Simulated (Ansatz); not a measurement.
Basis sets compared for Ge10H14, a cluster with a defect cut from the lattice of germanium (two caps of one atom removed). Total charge 0; singlet. Geometry PBE-D4/def2-SVP. Ansatz on 4 threads of AMD EPYC 7R13 on a shared host and a share (37 GiB) of an NVIDIA H100 80GB HBM3; times are rough, and most runs start from earlier orbitals.

Cartesian coordinates in Å:
```
Ge -0.552 -1.720 2.111
Ge 2.557 0.122 0.396
Ge 0.062 -2.182 -1.721
Ge -3.428 -0.172 -0.531
Ge -0.050 1.693 -2.204
Ge -0.665 2.153 1.627
Ge 1.203 -1.914 0.423
Ge -2.075 0.133 1.541
Ge 1.090 2.023 -0.068
Ge -1.491 -0.304 -2.094
H 0.044 -1.452 3.526
H -1.351 -3.057 2.183
H 3.261 0.314 1.772
H 3.659 0.017 -0.699
H -0.727 -3.526 -1.722
H 1.075 -2.230 -2.905
H 0.966 1.508 -3.372
H -0.915 2.949 -2.527
H -0.066 2.278 3.061
H -1.539 3.417 1.370
H 2.094 -3.161 0.716
H -3.039 0.258 2.772
H 1.908 3.352 -0.096
H -2.022 -0.502 -3.557
```

Single mean-field runs in def2-TZVP are fitted with def2-universal-jkfit.

Binding counts from free atoms (Ge triplet, H doublet) in the same basis, without a counterpoise term.

```csv
level,functions,energy (Eh),HOMO (eV),LUMO (eV),binding per atom (eV),wall time
PBE-D4/def2-SVP,390,-20772.8780,-5.43,-4.17,2.82,2.9 s
PBE0-D4/def2-SVP,390,-20773.4361,-6.33,-3.54,2.81,4.5 s
```

**Question.** Estimate the rows for PBE-D4/def2-TZVP (with forces), PBE0-D4/def2-TZVP (with forces).

**Answer.** 
```json
{"level": "PBE-D4/def2-TZVP (with forces)", "functions": "564", "energy (Eh)": "-20775.4998", "HOMO (eV)": "-5.46", "LUMO (eV)": "-4.20", "binding per atom (eV)": "2.82", "wall time": "3.7 s"}
{"level": "PBE0-D4/def2-TZVP (with forces)", "functions": "564", "energy (Eh)": "-20776.0479", "HOMO (eV)": "-6.33", "LUMO (eV)": "-3.54", "binding per atom (eV)": "2.81", "wall time": "5.5 s"}
```
